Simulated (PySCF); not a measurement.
## Ionisation energy of Tl⁺ by level of theory

Tl⁺ [Xe] 4f14 5d10 6s2 (1S) → Tl²⁺ [Xe] 4f14 5d10 6s1 (2S), as a difference of total energies. All numbers are calculated (PySCF 2.14, scalar relativity through the core potential, in aug-cc-pVTZ-PP with ECP60MDF). Correlated levels: valence: 5s2 5p6 5d10 frozen. The calculations carry no spin-orbit coupling.

```tsv
method	ionisation energy (eV)	error (eV)
UHF	18.368	-2.060
MP2 (valence)	18.911	-1.517
SCS-MP2 (valence)	19.020	-1.408
CCSD (valence)	19.107	-1.321
```

Reference: 20.428 eV (measured; NIST Atomic Spectra Database, ionization energies).

Errors of the correlated levels include the incompleteness of this basis and the frozen core.

With two correlated electrons CCSD is exact in that space.
